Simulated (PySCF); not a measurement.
**MgSe: a base run and its variants**

Base input, run as `OMP_NUM_THREADS=1 python input.py` with PySCF 2.14:

```python
from pyscf import gto, scf
from pyscf.hessian import thermo

mol = gto.M(
    atom='Mg 0 0 0; Se 0 0 2.412',
    basis='6-31g',
    charge=0,
    spin=0,
    symmetry=True,
    verbose=4,
)
mf = scf.RHF(mol)
mf.kernel()
hess = mf.Hessian().kernel()
print('wavenumber (cm^-1) =', thermo.harmonic_analysis(mol, hess)['freq_wavenumber'].round(1))
mf.dip_moment()
print('orbital energies (hartree):', mf.mo_energy[..., max(0, mol.nelec[1]-3):mol.nelec[0]+3].round(4))
```

Base result: E(SCF) = -2599.064888 Eh, 10 cycles, μz(SCF) = -9.04 D, wavenumbers 317 cm⁻¹. Stability towards an unrestricted solution was not tested. The bond length is a typed value, not an optimised one, so the wavenumber is not that of the minimum.

Run time: 18 s on 1 thread of Arm Neoverse V1 (shared host), peak memory 0.12 GiB.

Each row names what differs from the base; energies in brackets are changes from the base.

```tsv
change	result	wall time (s)
step after the SCF: frequency → polarizability	E(SCF) = -2599.064888 Eh (+0.0000 eV), 10 cycles, μz(SCF) = -9.04 D, α(xx, yy, zz) = 65.0, 65.0, 131.2 bohr³	1.3
step after the SCF: frequency → tdhf; number of roots: default → 6	not converged: TD-SCF states [2], E(SCF) = -2599.064888 Eh (+0.0000 eV), 10 cycles, μz(SCF) = -9.04 D, first singlet excitations without spin–orbit coupling 0.58, 0.58, 2.90, 4.17, 4.24 eV	2.7
step after the SCF: frequency → mp2; frozen orbitals: default → 10	E(SCF) = -2599.064888 Eh (+0.0000 eV), 10 cycles, E(MP2) − E(SCF) = -0.21029 Eh, μz(SCF) = -9.04 D	1.3
functional: none (Hartree–Fock) → pw91; SCF type: RHF → RKS; step after the SCF: frequency → analyze	E(SCF) = -2601.362526 Eh, 12 cycles, μz(SCF) = -6.98 D	2.9
functional: none (Hartree–Fock) → tpssh; SCF type: RHF → RKS; step after the SCF: frequency → analyze	E(SCF) = -2601.174356 Eh, 10 cycles, μz(SCF) = -7.66 D	4.1
step after the SCF: frequency → stability; point-group symmetry: on → off	E(SCF) = -2599.064888 Eh (+0.0000 eV), 10 cycles, μz(SCF) = -9.04 D, internal stable; real -> complex stable; RHF/RKS -> UHF/UKS unstable	1.4
charge: 0 → 1; spin (2S): 0 → 1; SCF type: RHF → UHF	not converged: SCF after 50 cycles	19
initial guess: minao → huckel [not at a minimum]	E(SCF) = -2599.064888 Eh (+0.0000 eV), 10 cycles, μz(SCF) = -9.04 D, wavenumbers 317 cm⁻¹	19
geometry: bond 2.412 → bond 2.581 [not at a minimum]	E(SCF) = -2599.058204 Eh (+0.1819 eV), 10 cycles, μz(SCF) = -8.74 D, wavenumbers 184 cm⁻¹	18
PCM solvent, dielectric constant: none → 2.27; step after the SCF: frequency → analyze	E(SCF) = -2599.100337 Eh (-0.9646 eV), 9 cycles, μz(SCF) = -13.40 D	3.5
cycle limit: 50 → 1 [unsound on purpose]	not converged: SCF after 1 cycles	18
density fitting: none → cc-pvdz-jkfit	stops with BasisNotFoundError (Basis set not found for Mg in cc-pvdz-jkfit)	0.93
basis set: 6-31g → cc-pvdz-dk; spin-free X2C: off → on [not at a minimum]	E(SCF) = -2627.890717 Eh, 10 cycles, μz(SCF) = -8.22 D, wavenumbers 294 cm⁻¹	17
basis set: 6-31g → cc-pvdz [not at a minimum]	E(SCF) = -2599.408528 Eh (-9.3509 eV), 10 cycles, μz(SCF) = -8.39 D, wavenumbers 299 cm⁻¹	15
functional: none (Hartree–Fock) → hcth407; SCF type: RHF → RKS; step after the SCF: frequency → analyze	E(SCF) = -2602.549902 Eh, 13 cycles, μz(SCF) = -7.09 D	2.8
spin (2S): 0 → 2; SCF type: RHF → UHF	not converged: SCF after 50 cycles	19
geometry: bond 2.412 → bond 3.618 [stretched restricted solution, likely unstable] [not at a minimum]	E(SCF) = -2599.011826 Eh (+1.4439 eV), 10 cycles, μz(SCF) = -4.49 D	16
electric field along z (a.u.): none → 0.01; point-group symmetry: on → off; step after the SCF: frequency → analyze	E(SCF) = -2599.036323 Eh (+0.7773 eV), 10 cycles, μz(SCF) = -5.37 D	1.5
spin-free X2C: off → on [basis contracted without relativity] [not at a minimum]	E(SCF) = -2621.287635 Eh, 10 cycles, μz(SCF) = -8.91 D, wavenumbers 310 cm⁻¹	21
functional: none (Hartree–Fock) → pw6b95; SCF type: RHF → RKS; step after the SCF: frequency → analyze	E(SCF) = -2602.529353 Eh, 10 cycles, μz(SCF) = -7.52 D	3.2
basis set: 6-31g → lanl2dz; core potential: off → on [not at a minimum]	E(SCF) = -9.784274 Eh, 9 cycles, μz(SCF) = -8.80 D, wavenumbers 308 cm⁻¹	1.3
spin (2S): 0 → 48 [unsound on purpose] [runs as restricted open-shell]	stops with AssertionError	0.93
```

Problem. Order these changes by how far they move the SCF energy from the base, largest first: (1) PCM solvent, dielectric constant: none → 2.27; step after the SCF: frequency → analyze; (2) electric field along z (a.u.): none → 0.01; point-group symmetry: on → off; step after the SCF: frequency → analyze; (3) geometry: bond 2.412 → bond 2.581; (4) geometry: bond 2.412 → bond 3.618.

Solution. (4) +1.4439 eV, (1) -0.9646 eV, (2) +0.7773 eV, (3) +0.1819 eV.
